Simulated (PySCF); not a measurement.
## Nuclear quadrupole coupling in `CN(C=O)[C@@H]1C=N[SiH2]C1`

Species: C₅H₁₀N₂OSi.
Structure used (GFN2-xTB), in Å, numbered top down from 1:
```
atom  x, y, z in Å
C1     1.569   -0.825   -0.629
N2     1.174    0.051    0.445
C3     2.059    0.627    1.276
O4     1.779    1.334    2.214
C5    -0.247    0.272    0.649
C6    -0.983   -1.045    0.736
N7    -1.971   -1.299    0.003
Si8   -2.349    0.022   -1.082
C9    -0.907    1.116   -0.456
H10    1.036   -0.563   -1.545
H11    2.640   -0.731   -0.803
H12    1.338   -1.867   -0.388
H13    3.104    0.384    1.006
H14   -0.321    0.775    1.622
H15   -0.634   -1.777    1.459
H16   -3.669    0.553   -0.775
H17   -2.200   -0.434   -2.461
H18   -0.183    1.354   -1.232
H19   -1.244    2.066   -0.048
```

Field gradients from the PBE0/pcSseg-1 density (PySCF, non-relativistic), principal values in atomic units, ordered |Vxx| ≤ |Vyy| ≤ |Vzz|:

| atom | Vxx | Vyy | Vzz |
| --- | --- | --- | --- |
| N2 | 0.4211 | 0.5597 | -0.9808 |
| O4 | 0.7613 | 0.7758 | -1.5371 |
| N7 | 0.1074 | 0.9226 | -1.0300 |

Task: Find the asymmetry η = (Vxx − Vyy)/Vzz and the couplings χ = eQV/h (234.96 MHz × Q in barn × V in au), with Q(14N) = 0.02044 b, Q(17O) = −0.0256 b.

Result: 
```
atom     environment  nucleus     η  χzz (MHz)  χxx (MHz)  χyy (MHz)
  N2  amide nitrogen      14N  0.14     -4.711      2.022      2.688
  O4    amide oxygen      17O  0.01       9.25      -4.58      -4.67
  N7    C=N nitrogen      14N  0.79     -4.947      0.516      4.431
```

The gradient is axial or nearly so (η below 0.05) at O4. 

Task: What is Vzz at O4 in SI units (1 au = 9.71736 × 10²¹ V/m²)?

Result: -1.5371 au = -14.936 × 10²¹ V/m².

Task: What couplings would deuterons (Q(2H) = 0.00286 b) have in place of the hydrogens, at this geometry?

Result: 
```json
{"atom": "H10", "bonded to": "C1", "bond length (Å)": "1.091", "Vzz (au)": "0.3004", "η": "0.07", "χzz (kHz)": "202"}
{"atom": "H11", "bonded to": "C1", "bond length (Å)": "1.089", "Vzz (au)": "0.3051", "η": "0.08", "χzz (kHz)": "205"}
{"atom": "H12", "bonded to": "C1", "bond length (Å)": "1.094", "Vzz (au)": "0.2947", "η": "0.06", "χzz (kHz)": "198"}
{"atom": "H13", "bonded to": "C3", "bond length (Å)": "1.106", "Vzz (au)": "0.2734", "η": "0.07", "χzz (kHz)": "184"}
{"atom": "H14", "bonded to": "C5", "bond length (Å)": "1.098", "Vzz (au)": "0.2752", "η": "0.04", "χzz (kHz)": "185"}
{"atom": "H15", "bonded to": "C6", "bond length (Å)": "1.086", "Vzz (au)": "0.3112", "η": "0.01", "χzz (kHz)": "209"}
{"atom": "H16", "bonded to": "Si8", "bond length (Å)": "1.456", "Vzz (au)": "0.1661", "η": "0.00", "χzz (kHz)": "112"}
{"atom": "H17", "bonded to": "Si8", "bond length (Å)": "1.460", "Vzz (au)": "0.1635", "η": "0.00", "χzz (kHz)": "110"}
{"atom": "H18", "bonded to": "C9", "bond length (Å)": "1.088", "Vzz (au)": "0.3190", "η": "0.06", "χzz (kHz)": "214"}
{"atom": "H19", "bonded to": "C9", "bond length (Å)": "1.087", "Vzz (au)": "0.3195", "η": "0.05", "χzz (kHz)": "215"}
```

One conformer (not necessarily the lowest) at the GFN2-xTB geometry, without solvent, vibrations or thermal averaging. GFN2-xTB bond lengths can be off by several hundredths of an ångström, more for odd bonds, and the gradients follow them. The small basis limits the accuracy of the gradients.
